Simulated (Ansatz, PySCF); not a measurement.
Spin gap between two states, R1 and P1; the higher of the two is an excited state, each structure at its B3LYP-D3(BJ)/def2-TZVP stationary point, reached from a drawn start (curvature not checked).
R1, SiH2 (SMILES [SiH2]) (charge 0, multiplicity 1, Z-matrix in Å and degrees):
```
Si
H 1 1.5232
H 1 1.5232 2 91.47
```
P1, SiH2 (SMILES [SiH2]) (charge 0, multiplicity 3, Z-matrix in Å and degrees):
```
Si
H 1 1.4847
H 1 1.4847 2 118.45
```

P less R. No zero-point or thermal terms; singlets are restricted closed shells; open shells are unrestricted.

Frozen-core correlation throughout.

Codes used: Ansatz (Gaussian orbitals); PySCF for the D3/D4 terms. No computed number here is a measurement.

| level | spin gap (kcal/mol) |
|---|---|
| HF/cc-pV(D+d)Z | 4.43 |
| PBE/def2-TZVPP | 16.15 |
| PBE-D3(BJ)/def2-TZVPP | 16.16 |
| BLYP/def2-TZVPP | 21.30 |
| PBE0-D3(BJ)/def2-TZVPP | 14.94 |
| PBE0-D4/def2-TZVPP | 14.94 |
| wB97M-V/def2-TZVPP | 24.18 |
| B2PLYP/def2-TZVPP | 19.85 |
| CCSD/cc-pV(D+d)Z | (withheld) |

Q: Complete the blanks.

A: 
- CCSD/cc-pV(D+d)Z, spin gap (kcal/mol): 18.74

Ansatz is a quantum-chemistry and plane-wave program.
